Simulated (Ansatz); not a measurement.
Molecule: sum formula SiP₄H₈ (charge 0, singlet). 
Coordinates optimised at B3LYP-D3(BJ)/def2-TZVP (Ansatz, an electronic-structure program):
SMILES: [Si](P)(P)(P)P
```xyz
13

P      2.1835    -0.0786     0.6006
Si    -0.0025     0.0047     0.0003
P     -0.4262     1.8195    -1.2907
P     -0.4056    -1.9170    -1.1358
P     -1.1959     0.0751     1.9278
H      2.6544     0.2113    -0.7067
H      2.2267     1.2773     1.0192
H      0.1977     1.2864    -2.4496
H     -1.7240     1.3881    -1.6743
H     -1.8111    -1.7224    -1.1603
H     -0.4396    -2.7405     0.0202
H     -0.9744     1.4596     2.1565
H     -2.4309     0.2887     1.2613
```
Charge 0, spin multiplicity 1.

Total electronic energies in hartree. Correlated levels leave the core frozen unless marked. Spin-orbit coupling is left out. Non-relativistic unless marked X2C. Basis-set limits of correlation are two-point, X^-3; Hartree-Fock from the larger set. [CCSD(T)-MP2]/basis is that difference in the basis named.

| level | program | energy (Eh) |
|---|---|---|
| RI-HF/aug-cc-pV(T+d)Z | Ansatz | -1656.65127 |
| PBE0-D3(BJ)/def2-TZVPD | Ansatz + dftd3 | -1659.17077 |
| PBE0/def2-TZVP | Ansatz | -1659.15143 |
| PBE0/def2-TZVPD | Ansatz | -1659.15307 |
| CAM-B3LYP-D4/def2-TZVPD | Ansatz + dftd4 | -1659.82985 |
| MP2/STO-3G | Ansatz | -1638.13154 |
| SCS-MP2/6-31G | Ansatz | -1656.54449 |
| SCS-MP2/aug-cc-pV(T+d)Z | Ansatz | -1657.43953 |
| CCSD/cc-pVTZ | Ansatz | -1657.48100 |
| CCSD(T)/cc-pVTZ | Ansatz | -1657.52130 |
| CCSD(T)/cc-pV(Q+d)Z | Ansatz | -1657.60080 |
| X2C-CCSD(T)/cc-pVTZ-DK | Ansatz | -1661.38136 |
| RI-MP2/CBS(aug-cc-pV(T+d)Z,aug-cc-pV(Q+d)Z)+[CCSD(T)-MP2]/aug-cc-pV(T+d)Z | Ansatz | -1657.6498 |
| RI-MP2/CBS(cc-pV(T+d)Z,cc-pV(Q+d)Z)+[CCSD(T)-MP2]/cc-pV(T+d)Z | Ansatz | -1657.6472 |
| CCSD(T)/CBS(cc-pV(T+d)Z,cc-pV(Q+d)Z) | Ansatz | -1657.6386 |

Totals of different functionals don't rank their quality; only differences between species are comparable.
